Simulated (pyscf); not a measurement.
## H₂C=CH–AlH–F, singlet

Gas-phase minimum from PySCF at ωB97X-D3(BJ)/def2-SVP, one conformer. 

```
C
C 1 1.3438
H 1 1.0984 2 117.35
H 2 1.0985 1 122.89 3 0.02
H 2 1.0993 4 115.19 1 -179.97
Al 1 1.9301 3 124.72 2 -179.81
F 6 1.6706 1 120.82 3 0.56
H 6 1.5777 7 117.28 1 -179.92
```
Charge 0, spin multiplicity 1.

Properties at ωB97X-D3(BJ)/def2-SVP:

```json
{
 "harmonic_wavenumbers_unscaled": "81, 142, 289, 417, 547, 665, 689, 876, 1000, 1028, 1070, 1277, 1432, 1680, 1998, 3126, 3172, 3216 cm⁻¹",
 "zero_point_energy": "32.5 kcal/mol",
 "rotational_symmetry_number": "1",
 "Entropy of this conformer at 298 K and 1 atm, rigid rotor and harmonic oscillator, modes under 100 cm⁻¹ raised to 100": "310.0 J/(mol K)",
 "dipole_moment": "1.98 D"
}
```

Single-point totals, which compare only within one level (frozen core for MP2 and CC):

| level | total energy (hartree) |
|---|---|
| ωB97X-D3(BJ)/def2-TZVP | -421.08962 |
| PBE/def2-TZVP | -420.67418 |
| r²SCAN/def2-TZVP | -420.89993 |
| B3LYP-D3(BJ)/def2-TZVP | -421.05903 |
| PBE0-D3(BJ)/def2-TZVP | -420.71081 |
| M06-2X/def2-TZVP | -420.92726 |
| ωB97M-D3(BJ)/def2-TZVP | -421.10060 |
| HF/def2-TZVPP | -419.55817 |
| MP2/def2-TZVPP | -420.20930 |
| CCSD/def2-TZVPP | -420.23694 |
| CCSD(T)/def2-TZVPP | -420.26232 |

Soft torsions are taken as harmonic, which can shift the entropy by several J/(mol K). The CCSD(T) − MP2 part came from Ansatz, without density fitting, on the same reference.
